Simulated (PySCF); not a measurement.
**Solvent effects on NMR parameters**

Bonds (- single, = double, # triple, : aromatic): C1-Si2, Si2-C3, Si2-Cl4, Si2-Si5, Si5-Cl6, Si5-Cl7, Si5-Cl8. C1 carries H9, H10, H11; C3 carries H12, H13, H14.

GIAO PBE0/pcSseg-1 in PySCF 2.14 on one PBE0-D3(BJ)/def2-SVP conformer, non-relativistic, equivalent nuclei averaged. Solvents enter as an IEF-PCM continuum (chloroform with ε = 4.7, acetonitrile with ε = 35.7) around the gas-phase geometry. Shifts are referred to TMS computed in the same medium.

In chloroform, δ in ppm: C1/C3 1.6, Si5 40.9, Si2 29.9, H9/H10/H11/H12/H13/H14 0.69. Dipole moment 3.73 D.

**Question.** How does each δ change in the more polar medium?

**Answer.** 
```tsv
atoms	environment	Δδ, acetonitrile
C1/C3	methyl carbon bonded to Si	+0.2
Si5	silicon bonded to 3 Cl, Si	+0.2
Si2	silicon bonded to 2 C, Cl, Si	+1.3
H9/H10/H11/H12/H13/H14	hydrogen on a methyl carbon bonded to Si	+0.05
```

Changes are relative to chloroform. The dipole moment becomes 4.01 D in acetonitrile.

**Question.** Which nuclei move most (in ppm), and what does the model miss?

**Answer.** Si2 (silicon bonded to 2 C, Cl, Si, +1.3 ppm) in acetonitrile. A continuum only polarises the solute; specific hydrogen bonds, the anisotropy of aromatic solvents and changes of geometry or conformer are outside it.
